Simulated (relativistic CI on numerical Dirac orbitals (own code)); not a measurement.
## Ti3+: L2,3 absorption edge

Computed with this model: Dirac-Coulomb-Breit CI, orbitals from a KLI potential per configuration, a model potential for QED, valence Slater integrals scaled by 0.8, multiplet model of core-to-valence dipole absorption; configurations [Ar] 3d → [He] 2s2 2p5 3s2 3p6 3d2; 80 K; Lorentzian 0.4 eV and Gaussian 0.3 eV FWHM. Energies are those of the free ion, without screening or charge transfer. The branching ratio is the share of the lower-energy edge in the whole absorption, uncertain by about 0.02 where the edges overlap. S is read from ⟨S²⟩ = S(S + 1).

Field parameters in Wybourne normalisation: D3d B²₀ = −7Dσ, B⁴₀ = −14Dq − 21Dτ, B⁴₃ = −14√(10/7) Dq; D4h B²₀ = −7Ds, B⁴₀ = 21(Dq − Dt), B⁴₄ = 21√(5/14) Dq; Oh B⁴₀ = 21Dq, B⁴₄ = √(5/14) B⁴₀. The field is a parameter set, without covalency.

Peaks in eV (height, largest 100): 458.1 (42), 458.9 (25), 462.9 (100), 464.2 (56), 464.8 (44), 466.6 (50), 468.1 (64).

Task: Which surroundings give this spectrum?
A. D4h, 10Dq = 32800, Ds = 1740, Dt = 40 cm⁻¹
B. D3d, 10Dq = 18600, Dσ = 200, Dτ = 120 cm⁻¹
C. free ion
D. Oh, 10Dq = 18400 cm⁻¹

Result: A. D4h, 10Dq = 32800, Ds = 1740, Dt = 40 cm⁻¹, where the ground state has S = 0.50.
